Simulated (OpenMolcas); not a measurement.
## How basis sets differ on BCl3 (boron trichloride)

BCl3: 4 atoms, total charge 0, spin state singlet. As SMILES, `ClB(Cl)Cl`. The coordinates come from a GFN2-xTB relaxation.

Quantity: the HOMO–LUMO gap, in eV. The values are calculated.

```csv
level,kind,program,value (eV),CPU time
HF/cc-pVDZ,Hartree–Fock,OpenMolcas,14.79,4.4 s
HF/aug-cc-pVDZ,Hartree–Fock,OpenMolcas,13.71,14 s
HF/cc-pVTZ,Hartree–Fock,OpenMolcas,14.70,30 s
HF/aug-cc-pVTZ (RICD fitting),Hartree–Fock,OpenMolcas,13.54,27 s
```

The values span 13.54 to 14.79 eV. A Hartree–Fock LUMO above zero doesn't converge with the basis: it sinks as sets grow more diffuse. Orbital gaps aren't excitation energies. CPU times are rough (shared hosts, several kinds of processor and program).
